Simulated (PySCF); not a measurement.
## NMR data sheet: C7H5F3P2

```yaml
Formula: C7H5F3P2
SMILES: C=Cc1ccpc(C(F)(F)F)p1
InChI: InChI=1S/C7H5F3P2/c1-2-5-3-4-11-6(12-5)7(8,9)10/h2-4H,1H2
Point_group_of_the_computed_structure: C1
Carbon_signals: 7
Proton_signals: 5
```

Atom-mapped SMILES (the numbers label the heavy atoms): `[CH2:1]=[CH:2][c:3]1[cH:4][cH:5][p:6][c:7]([C:8]([F:9])([F:10])[F:11])[p:12]1`; H(Xn) means a hydrogen on atom n. Ha(C1) is cis to C3; Hb(C1) is trans to C3.

Single conformer, equivalent nuclei averaged, non-relativistic, gas phase. GFN2-xTB structure; σ from GIAO-PBE0/pcSseg-1; PySCF 2.14.

References, each an isolated molecule treated in the same way: $^{1}$H and $^{13}$C against TMS; CFCl3 for $^{19}$F; $^{31}$P vs H3PO4.

| carbon | δC, type | δH (multiplicity) | HMBC from (2–3 bonds) | span of the C tensor (ppm) |
| --- | --- | --- | --- | --- |
| C1 | 119.5, CH2 | Hb(C1) 5.91 (m); Ha(C1) 6.69 (m) | H(C2) | 217 |
| C2 | 147.1, CH | 7.58 (m) | H(C4), Ha(C1), Hb(C1) | 218 |
| C3 | 174.0, C | – | H(C5), H(C4), H(C2), Ha(C1), Hb(C1) | 313 |
| C4 | 132.7, CH | 8.96 (m) | H(C5), H(C2) | 239 |
| C5 | 162.5, CH | 9.45 (m) | H(C4) | 309 |
| C7 | 204.7, C | – | H(C5) | 377 |
| C8 | 136.8, C | – | – | 15 |

Other nuclei:
```tsv
atoms	nucleus	environment	δ (ppm)	σ (ppm)
F9/F10/F11	$^{19}$F	fluorine of a CF3 group	-63.4	234.4
P12	$^{31}$P	phosphorus bonded to 2 C, in a 6-membered ring	278.2	40.2
P6	$^{31}$P	phosphorus bonded to 2 C, in a 6-membered ring	269.4	49.0
```

δC 204.7, 174.0: substituted aromatic carbon. δC 147.1: alkene CH; as expected for a trigonal carbon in a double bond. δC 136.8: CF3 carbon; 3 electronegative neighbours deshield it. δC 119.5: terminal =CH2 carbon; as expected for a trigonal carbon in a double bond. δH 9.45, 8.96: hydrogen on an aromatic CH; ring-current deshielding.

Splittings by $^{19}$F and $^{31}$P in the carbon and heteronuclear signals aren't shown, as no couplings were computed. Shifts are as computed. Against solution values, carbons near 30 ppm lie about +3 ppm off and those near 130 ppm about +5 ppm. Of 1211 compounds with measured shifts, 218 miss one by over three times the rms of a fit or turn the order of signals round; such compounds aren't used in these exercises. Unscaled 19F shifts against computed CFCl3 carry errors that often reach 10 to 50 ppm. Experimental scales use liquid or dissolved standards, which lie at an offset from isolated H3PO4. No couplings were computed; multiplicities are counted from neighbouring protons, with m where these are inequivalent, close in shift, in a saturated or five-membered ring or joined by F or P, and br s for small geminal =CH2 splittings.
